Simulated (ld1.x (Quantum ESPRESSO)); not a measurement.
# An all-electron radial function and its pseudo partner (Br)

Columns: radius, all-electron u(r) and pseudo u(r) of the 3d shell (level -69.62 eV) of bromine in the configuration [Ar] 3d10 4s2 4p4.75; LDA (PZ), scalar-relativistic, TM scheme, ld1.x (Quantum ESPRESSO) 7.5.

```
r (bohr)  all-electron  pseudo
   0.088        0.1869  0.0713
   0.175        0.6458  0.4374
   0.262        1.0349  0.9665
   0.350        1.2440  1.3094
   0.438        1.2942  1.3586
   0.525        1.2443  1.2639
   0.612        1.1420  1.1432
   0.700        1.0164  1.0164
   0.788        0.8865  0.8865
   0.875        0.7638  0.7638
   0.962        0.6515  0.6515
   1.050        0.5504  0.5504
   1.138        0.4624  0.4624
   1.225        0.3875  0.3875
   1.312        0.3236  0.3236
   1.400        0.2689  0.2689
   1.487        0.2235  0.2235
   1.575        0.1849  0.1849
   1.662        0.1531  0.1531
   1.750        0.1264  0.1264
   1.838        0.1042  0.1042
   1.925        0.0860  0.0860
   2.012        0.0709  0.0709
   2.100        0.0583  0.0583
   2.188        0.0479  0.0479
   2.275        0.0395  0.0395
```

How many radial nodes do the two functions have?

The all-electron 3d function has n − l − 1 = 0; the pseudo-wave has 0.

At about which radius was the pseudo-wave matched?

0.70 bohr, where the columns begin to agree (steps of 0.09 bohr).

Where does each function peak?

Outermost all-electron maximum near 0.44 bohr, pseudo maximum near 0.44 bohr (to the table’s step).

Is the pseudo-wave norm-conserving?

Yes: the TM scheme keeps the norm inside the radius equal to the all-electron one, which fixes the energy derivative of the logarithmic derivative at the level.
